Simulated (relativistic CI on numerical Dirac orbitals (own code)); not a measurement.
# Sensitivity of the levels of Nb⁵⁺ to α and to the nuclear radius

Method of calculation: Dirac-Coulomb-Breit CI, orbitals from a KLI potential per configuration, valence Slater integrals scaled by 0.85, P86 correlation energy added to each configuration, derivatives by finite differences, QED left out (own radial code, finite nucleus).

Configurations in the expansion (outside the closed core [Ar] 3d10): 4s2 4p6, 4s2 4p5 4d, 4s 4p6 4d, 4s2 4p5 4f, 4s2 4p5 5s, 4s2 4p5 5p, 4s 4p6 4f. Double excitations out of closed p, d and f shells are left out; levels of such configurations are missing from the list, as are those of other unlisted configurations, and high levels can miss mixing partners.

With x = (α/α₀)² − 1 an excitation energy changes as ω = ω₀ + qx; K = 2q/ω₀ is the relative enhancement. Terms are leading LS components, so labels can repeat. The field-shift factor is F = δν/δ⟨r²⟩ for the transition from the lowest level.

Lowest level 4s2 4p6 1S_0.

| Level | ω₀ (cm⁻¹) | q (cm⁻¹) | K | F (GHz/fm²) |
| --- | --- | --- | --- | --- |
| 4s2 4p5 4d 3P°_0 | 273685 | 805.4 | 0.00589 | 0.966 |
| 4s2 4p5 4d 3P°_1 | 276324 | 2712 | 0.0196 | 0.958 |
| 4s2 4p5 4d 3P°_2 | 281660 | 6331 | 0.045 | 0.948 |
| 4s2 4p5 4d 3F°_4 | 283761 | 2859 | 0.0202 | 0.955 |
| 4s2 4p5 4d 3F°_3 | 286593 | 3177 | 0.0222 | 0.922 |
| 4s2 4p5 4d 3F°_2 | 291248 | 5641 | 0.0387 | 0.905 |
| 4s2 4p5 4d 3D°_3 | 300925 | 2602 | 0.0173 | 1.04 |
| 4s2 4p5 4d 1D°_2 | 307785 | 15910 | 0.103 | 0.809 |
| 4s2 4p5 4d 3D°_1 | 308187 | 10940 | 0.071 | 0.907 |
| 4s2 4p5 4d 3D°_2 | 312705 | 18330 | 0.117 | 0.845 |
| 4s2 4p5 4d 1F°_3 | 315008 | 19890 | 0.126 | 0.811 |
| 4s2 4p5 4d 1P°_1 | 384834 | 9172 | 0.0477 | 1.06 |
| 4s2 4p5 5s 3P°_2 | 404504 | -9456 | -0.0468 | 7.91 |

At this charge configurations can still be misplaced by up to about 7 % of their energy.
